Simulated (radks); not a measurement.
Q: All-electron atom: Rh2+ in [Kr] 4d7. Calculated with a radial shooting solver on a logarithmic mesh with Libxc functionals: Dirac Kohn-Sham, Slater X-alpha with alpha = 0.801, spin-unpolarised, spherical densities, finite nucleus; open shells fill j = l - 1/2 first; Fermi nuclear charge, rms radius 4.4945 fm.

Spin-orbit splittings of the eigenvalues, e(l+1/2) - e(l-1/2), with zeta = 2 splitting/(2l+1) and mean radii in bohr:

shell  occ.  splitting (eV)  zeta (eV)  <r> j=l-1/2  <r> j=l+1/2
2p        6               ?          ?       0.1200       0.1249
3p        6           25.17      16.78       0.3816       0.3923
3d       10           5.002      2.001       0.3661       0.3695
4p        6           4.061      2.708        1.045        1.076
4d        7          0.4698     0.1879        1.407        1.422

Estimate the 2p splitting.

A: 145.6 eV (zeta = 97.04 eV).
